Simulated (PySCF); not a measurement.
3,6-dihydro-2H-pyran (C₅H₈O), SMILES C1OCC=CC1. Atoms are numbered in the order given.

```xyz
14

C      0.1423     1.4123    -0.3021
C      1.2481     0.6664    -0.2013
C      1.1861    -0.8179     0.0401
O     -0.1119    -1.3523    -0.0856
C     -1.1013    -0.5626     0.5427
C     -1.2250     0.8030    -0.1332
H      0.2159     2.4857    -0.5040
H      2.2431     1.1151    -0.2886
H      1.6120    -1.0482     1.0435
H      1.8161    -1.3493    -0.6936
H     -2.0419    -1.1299     0.4816
H     -0.8591    -0.4225     1.6171
H     -1.8728     1.4644     0.4682
H     -1.7191     0.6962    -1.1166
```
Charge 0, spin multiplicity 1.

Geometry: B3LYP-D3(BJ)/def2-SVP. One conformer was computed; it need not be the lowest.

Two levels are set side by side: PBE/pcSseg-1 (PySCF) and B3LYP/pcSseg-1 (PySCF). GIAO shifts against H2O (¹⁷O), TMS (¹H), TMS (¹³C) at the same level; non-relativistic, no solvent, atoms listed together averaged. Differences are taken from unrounded values.

| quantity | B3LYP | PBE | PBE minus B3LYP |
|---|---|---|---|
| δ(¹³C) of C1 (ppm) | 136.2 | 133.5 | -2.7 |
| δ(¹³C) of C2 (ppm) | 139.5 | 137.5 | -2.0 |
| δ(¹³C) of C3 (ppm) | 72.0 | 73.6 | 1.6 |
| δ(¹⁷O) of O4 (ppm) | 40.8 | 49.8 | 8.9 |
| δ(¹³C) of C5 (ppm) | 69.5 | 70.4 | 1.0 |
| δ(¹³C) of C6 (ppm) | 31.9 | 32.4 | 0.5 |
| δ(¹H) of H7 (ppm) | 6.23 | 6.30 | 0.07 |
| δ(¹H) of H8 (ppm) | 6.02 | 6.12 | 0.10 |
| δ(¹H) of H9, H10 (ppm) | 4.47 | 4.62 | 0.15 |

Rough cost on one machine, each run with all the roots and properties that it gave: B3LYP against PBE within a factor of 2.
